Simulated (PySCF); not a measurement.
From one molecule to another.

First species: C4H8OSi2.
SMILES: `[SiH3][SiH2]c1ccco1`

Second species: C4H8OSi2.
SMILES: `C=C[Si@H]1C[SiH2]C1=O`

Levels: wB97X-D/def2-SVPD for dipole moment, HOMO energy, LUMO energy, HOMO–LUMO gap, static isotropic polarisability and electronic spatial extent ⟨r²⟩ about the centre of nuclear charge; TDDFT wB97X-D/def2-SVPD for lowest singlet excitation; TDA wB97X-D/def2-SVPD for lowest triplet excitation (Tamm–Dancoff); GFN2-xTB for rotational constant A and rotational constant C. Geometries: GFN2-xTB. All species are isolated and taken at one optimised geometry, non-relativistic unless stated. Electronic properties by PySCF.

Dipoles, sizes and rotational constants follow the conformer. The torsions of the flexible species, by atom-mapped SMILES:
- `[SiH3:1][SiH2:2][c:3]1[cH:4][cH:5][cH:6][o:7]1`: Si1–Si2–C3–C4 -115°
- `[CH2:1]=[CH:2][Si@H:3]1[CH2:4][SiH2:5][C:6]1=[O:7]`: C1–C2–Si3–C4 -15°

Task: Which has the higher S1 energy?

Result: The first: 5.80 eV against 2.09 eV, a difference of 3.71 eV.

Task: Which has the higher ⟨r²⟩?

Result: The first: 1370 bohr² against 1177 bohr², a difference of 193 bohr².

Task: Which of the two has the higher static isotropic polarisability, and by how much?

Result: The first: 105.2 au against 103.1 au, a difference of 2.1 au.

Task: Which of the two has the higher HOMO energy, and by how much?

Result: The second: -7.80 eV against -8.46 eV, a difference of 0.66 eV.

Task: Which of the two has the higher dipole moment, and by how much?

Result: The second: 2.98 D against 0.94 D, a difference of 2.04 D.

Task: Which of the two has the higher LUMO energy, and by how much?

Result: The first: 1.34 eV against -0.21 eV, a difference of 1.55 eV.

Task: Which has the higher rotational constant A?

Result: The first: 4.105 GHz against 2.453 GHz, a difference of 1.652 GHz.

Task: Which has the higher rotational constant C?

Result: The second: 1.112 GHz against 0.876 GHz, a difference of 0.236 GHz.

On the first: The polarisability is 15.59 Å³ as a volume (1 au = 0.148185 Å³), or 1.55 au for each of the 68 electrons. A dipole of 0.94 D is allowed in C1, and pure rotational transitions are dipole-allowed.

On the second: A dipole of 2.98 D is allowed in C1, and pure rotational transitions are dipole-allowed. S1 lies 5.50 eV below the HOMO–LUMO gap; its leading configuration is HOMO→LUMO, weight 0.97.
